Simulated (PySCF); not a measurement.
Gas-phase reaction: 2 SnHCl + SnH4 + 2 Cl2 → 3 SnH2Cl2

Method: PySCF energies plus ideal-gas RRHO corrections (1 bar). † marks an energy on the PBE0/def2-TZVP geometry and frequencies; other levels use their own. All species are closed-shell singlets. B3LYP is the form with VWN-RPA correlation. Sn: scalar-relativistic def2 core potential, no spin-orbit coupling. SnHCl, SnH2Cl2: computed as isolated molecules; such fragments, hydroxides, amides, oligomers or adducts are transient or little studied in the gas.

```json
[
 {"level": "B3LYP/def2-TZVP†", "ΔH°(298 K), kJ": "-662"},
 {"level": "PBE0/def2-QZVP†", "ΔH°(298 K), kJ": "-721"},
 {"level": "PBE0/def2-TZVP", "ΔH°(298 K), kJ": "-721"},
 {"level": "LDA/def2-TZVP†", "ΔH°(298 K), kJ": "(withheld)"},
 {"level": "ωB97M-V/def2-TZVP†", "ΔH°(298 K), kJ": "(withheld)"}
]
```

### Question
Fill in the missing entries.

### Answer

- LDA/def2-TZVP†, ΔH°(298 K), kJ: -726
- ωB97M-V/def2-TZVP†, ΔH°(298 K), kJ: -734
